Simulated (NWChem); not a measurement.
C$_{2}$H$_{4}$CuN; SMILES [C-](->[CuH])#[N+]C

Results from NWChem. The geometry was optimised at PBE0/def2-SVP. Level M06-2X/def2-SVP: energy and gradient on several grids; changes count from the extra-fine grid, which is no exact limit either.

```
grid     size of the energy change (μHa)  largest change of a gradient component (μHa/bohr)  time, medium = 1 (rough)
-------  -------------------------------  -------------------------------------------------  ------------------------
xcoarse                            30000                                               8000                   about 1
coarse                              1000                                               1000                   about 1
medium                                60                                                200                   about 1
fine                                < 10                                                100                   about 1
xfine                               < 10                                               < 30                         2
```
